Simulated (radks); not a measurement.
Valence configurations of O (all share [He]). All-electron calculation, Dirac Kohn-Sham, LDA (Slater exchange, Perdew-Wang correlation), spin-unpolarised, spherical densities, point nucleus; open shells fill j = l - 1/2 first. Program: a radial shooting solver on a logarithmic mesh with Libxc functionals. Order these by energy: 2s1 2p5; 2p6; 2s0.5 2p5.5; 2s1.5 2p4.5; 2s2 2p4.

Answer. From the lowest, in eV above it: 2s2 2p4 0.000; 2s1.5 2p4.5 7.291; 2s1 2p5 14.598; 2s0.5 2p5.5 21.919; 2p6 29.255. NIST lists [He] 2s2 2p4 as the ground configuration; this level of theory agrees among the configurations tried. The energies are those of spherical spin-averaged densities, not of single terms.
